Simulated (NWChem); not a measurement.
# C5H8O; SMILES CC(=O)C1CC1

```xyz
14

C      0.6967    -2.0546     0.0000
C     -0.1318    -0.7963     0.0000
O     -1.3427    -0.8222     0.0000
C      0.6166     0.4960     0.0000
C     -0.0159     1.6536     0.7409
C     -0.0159     1.6536    -0.7409
H      1.3535    -2.0761    -0.8846
H      0.0421    -2.9348     0.0000
H      1.3535    -2.0761     0.8846
H      1.7079     0.4297     0.0000
H     -0.9615     1.4279     1.2411
H      0.6541     2.3329     1.2736
H     -0.9615     1.4279    -1.2411
H      0.6541     2.3329    -1.2736
```
Atoms are numbered in this order, from 1.

Computed with NWChem. Pople sets run with spherical d functions. Geometry: optimised at PBE0/def2-SVP. Total energies compare along this basis series because the functional is fixed.

```json
[
 {"level": "B3LYP/STO-3G", "basis functions": "38", "energy (Ha)": "-267.1110", "highest occupied level (eV)": "-3.82", "orbital gap (eV)": "6.30", "dipole (D)": "1.70"},
 {"level": "B3LYP/3-21G", "basis functions": "70", "energy (Ha)": "-269.0506", "highest occupied level (eV)": "?", "orbital gap (eV)": "6.40", "dipole (D)": "?"},
 {"level": "B3LYP/6-31G*", "basis functions": "100", "energy (Ha)": "-270.5387", "highest occupied level (eV)": "-6.62", "orbital gap (eV)": "6.42", "dipole (D)": "2.70"},
 {"level": "B3LYP/6-31+G*", "basis functions": "124", "energy (Ha)": "-270.5509", "highest occupied level (eV)": "-6.97", "orbital gap (eV)": "6.37", "dipole (D)": "3.02"},
 {"level": "B3LYP/def2-SVP", "basis functions": "124", "energy (Ha)": "-270.3474", "highest occupied level (eV)": "-6.82", "orbital gap (eV)": "6.41", "dipole (D)": "2.71"},
 {"level": "B3LYP/def2-SVPD", "basis functions": "187", "energy (Ha)": "-270.3665", "highest occupied level (eV)": "-7.05", "orbital gap (eV)": "6.33", "dipole (D)": "2.99"},
 {"level": "B3LYP/def2-TZVP", "basis functions": "234", "energy (Ha)": "-270.6526", "highest occupied level (eV)": "-6.97", "orbital gap (eV)": "6.37", "dipole (D)": "2.88"},
 {"level": "B3LYP/6-311++G**", "basis functions": "188", "energy (Ha)": "-270.6238", "highest occupied level (eV)": "-7.02", "orbital gap (eV)": "6.33", "dipole (D)": "3.00"}
]
```

Question: Complete the blanks.

Answer: 
- B3LYP/3-21G, highest occupied level (eV): -6.47
- B3LYP/3-21G, dipole (D): 2.54
